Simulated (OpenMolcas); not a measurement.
# Co2+ in K2NaGaF6

Co2+ with its 6 nearest fluoride ions at 2.014 Å, on the Ga site of K2NaGaF6 (a = 8.246 Å, distance in the model lattice 1.938 Å). The rest of the host is ab initio model potentials to 7.6 Å, with orthogonalisation functions on the cations behind the ligands, and point charges beyond; the distance is set by hand and nothing relaxes, and no local charge compensation is placed. Ligand basis ANO-RCC-VDZP.
```
Co    0.0000    0.0000    0.0000
F     2.0140    0.0000    0.0000
F     0.0000    2.0140    0.0000
F    -2.0140    0.0000    0.0000
F     0.0000   -2.0140    0.0000
F     0.0000    0.0000    2.0140
F     0.0000    0.0000   -2.0140
```

| Item | Value |
| --- | --- |
| Program | OpenMolcas 26.06 |
| Method | CASSCF |
| Basis | ANO-RCC-VTZP [6s5p3d2f1g] |
| Scalar Hamiltonian | DKH2, point nucleus |
| Active space | 7 electrons in 5 orbitals (3d) |
| State averaging | 2S+1 = 4 even, 10 roots; 2S+1 = 2 even, 40 roots |
| Spin-orbit coupling | RASSI with atomic mean-field integrals over the reference wave functions |

The lowest spin-free states (labels of O, the rotations of Oh), above the lowest:

| State | Degeneracy | E (cm-1) | Free-ion L (%) |
| --- | --- | --- | --- |
| 4T1 | 3 | 0.0 | F (98) |
| 4T2 | 3 | 6569 | F (100) |
| 4A2 | 1 | 14327 | F (100) |
| 2E | 2 | 14761 | G (60) |
| 2T1 | 3 | 20060 | G (72) |
| 2T2 | 3 | 20380 | G (84) |
| 4T1 | 3 | 23686 | P (98) |
| 2A1 | 1 | 24722 | G (100) |
| 2T1 | 3 | 25959 | P (67) |
| 2T2 | 3 | 28842 | H (67) |
| 2T1 | 3 | 29475 | H (79) |
| 2E | 2 | 31549 | H (65) |
| 2T2 | 3 | 34740 | D (69) |
| 2E | 2 | 35327 | D (49) |
| 2T1 | 3 | 35342 | H (63) |
| 2T2 | 3 | 46964 | F (96) |
| 2T1 | 3 | 48037 | F (93) |
| 2A2 | 1 | 48789 | F (100) |
| 2E | 2 | 72369 | D (100) |
| 2T2 | 3 | 72579 | D (95) |

The lowest levels with spin-orbit coupling:

| E (cm-1) | Degeneracy | Label | 2S+1 | g |
| --- | --- | --- | --- | --- |
| 0.0 | 2 | Γ6 | 4 | 4.45 4.45 4.45 |
| 359.1 | 4 | Γ8 | 4 |  |
| 950.8 | 4 | Γ8 | 4 |  |
| 1045 | 2 | Γ7 | 4 | 0.86 0.86 0.86 |
| 7117 | 2 | Γ6 | 4 | 2.50 2.50 2.50 |
| 7169 | 4 | Γ8 | 4 |  |
| 7274 | 4 | Γ8 | 4 |  |
| 7466 | 2 | Γ7 | 4 | 2.81 2.81 2.81 |
| 15032 | 4 | Γ8 | 4 |  |
| 15405 | 4 | Γ8 | 2 |  |
| 20418 | 4 | Γ8 | 2 |  |
| 21000 | 2 | Γ6 | 2 | 0.79 0.79 0.79 |
| 21114 | 4 | Γ8 | 2 |  |
| 21378 | 2 | Γ7 | 2 | 1.50 1.50 1.50 |
| 24090 | 2 | Γ7 | 4 | 2.59 2.59 2.59 |
| 24095 | 4 | Γ8 | 4 |  |
| 24189 | 4 | Γ8 | 4 (87 %) |  |
| 24658 | 2 | Γ6 | 4 | 2.63 2.63 2.63 |
| 25292 | 2 | Γ6 | 2 | 2.00 2.00 2.00 |
| 26723 | 4 | Γ8 | 2 (88 %) |  |

Powder χT (cm3 K/mol): 1.87 at 2 K, 1.95 at 10 K, 2.35 at 50 K, 2.83 at 100 K, 3.39 at 200 K, 3.57 at 300 K. The effective moment at 300 K is 2.828 √(χT) = 5.34 μB.

The lowest level has 2S+1 = 4, for which the spin-only value is χT = S(S+1) / 2 = 1.875 cm3 K/mol (g = 2). The computed 3.565 at 300 K differs by +1.690, through orbital momentum, spin-orbit coupling and any other state in reach. With a threefold ground state the orbital momentum is unquenched, so the spin-only value is not expected to hold.

Metal share of the active 3d orbitals (Löwdin): 95, 95, 98, 98, 98 %; Mulliken charge of the metal 2.00.

A least-squares ligand-field fit to the states below 45000 cm-1, each weighted by its degeneracy and with a free common offset, gives 10Dq = 7417 cm-1, B = 1215 cm-1 and C = 4480 cm-1 (C/B = 3.69), with an rms deviation of 125 cm-1.

The same method and metal basis give the free ion B = 1229 cm-1 (fit to its terms below 60000 cm-1, rms deviation 20 cm-1), so the nephelauxetic ratio is β = 1215 / 1229 = 0.99; it hangs on how both fits weigh the states, and computed free-ion B values tend to be too large, so β mixes covalency with correlation.

An orbital triplet at a regular site is open to Jahn-Teller coupling, which can distort the site and quench the lowest spin-orbit gaps and is left out. Without dynamic correlation the repulsion within the d shell is too large (B by tens of per cent), so at a given field states of lower spin stand too high. Ligand-to-metal charge-transfer states are missing. With no ligand orbital active B as a rule stays too high, so bands that hang on it stand too high and its fall with covalency is understated. With metal d orbitals alone and no dynamic correlation 10Dq can be off by a tenth to a fifth, either way, in oxide and fluoride hosts. No measured value stands beside these numbers; the geometry was set by hand and not optimised.
